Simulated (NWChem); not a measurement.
Species: InBr$_{3}$; SMILES [Br][In]([Br])[Br]

All runs: NWChem. Structure relaxed at the PBE0/def2-SVP level. Not confirmed as a minimum by frequencies. def2 effective core potentials on In; no spin-orbit coupling. LC-ωPBE (HJS hole) with def2-SVP; x = 1 − exp(−ω/0.25 bohr⁻¹) is a scale chosen for this fit.

```csv
row,x,−ε(HOMO) (eV)
ω = 0.10,0.330,8.75
ω = 0.20,0.551,9.93
ω = 0.25,0.632,10.40
ω = 0.35,0.753,withheld
ω = 0.80,0.959,12.44
```

Q: Fit a straight line of the last column on the one before it, predict the withheld value, and compare with the run.

A: 
1. Means of the 4 shown rows: x = 0.6180, y = 10.380. Slope Σ(x − x̄)(y − ȳ)/Σ(x − x̄)² = 1.202/0.2039 = 5.896; intercept 6.736.
2. The shown rows scatter about the line by 0.059 (root mean square); the largest residual is +0.07, at ω = 0.10.
3. At x = 0.753 (ω = 0.35; inside the shown range) the line gives 11.18.
4. The run gives 11.13, -0.05 from the line, 0.8 times the scatter.
